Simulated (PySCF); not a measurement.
Ligands exchanged one at a time, Ge OCH3-SH. All species are isolated molecules in the gas phase. One relaxed conformer stands for each flexible species; it need not be the lowest. Strings in code marks are SMILES.

The HOMO from two functionals at the same geometries (PBE0-D4/def2-SVP), both in PySCF: PBE-D3(BJ)/def2-TZVP and PBE0-D4/def2-TZVP. 

```tsv
species	PBE-D3(BJ)/def2-TZVP (eV)
0 of 4 OCH3 replaced by SH	-6.44
1 of 4 OCH3 replaced by SH	-6.42
3 of 4 OCH3 replaced by SH (`[O]([Ge]([SH])([SH])[SH])C`)	-6.30
4 of 4 OCH3 replaced by SH (`[SH][Ge]([SH])([SH])[SH]`)	-6.39
```

**Question.** What does PBE0-D4/def2-TZVP give for each?

**Answer.** 
- 0 of 4 OCH3 replaced by SH: -8.05
- 1 of 4 OCH3 replaced by SH: -7.76
- 3 of 4 OCH3 replaced by SH (`[O]([Ge]([SH])([SH])[SH])C`): -7.55
- 4 of 4 OCH3 replaced by SH (`[SH][Ge]([SH])([SH])[SH]`): -7.63
Over these rows, drawn at random from the members with no instability flagged (it was tested for open shells, ions and some series alone), PBE minus PBE0-D4: mean +1.36 eV, from +1.24 eV to +1.61 eV.
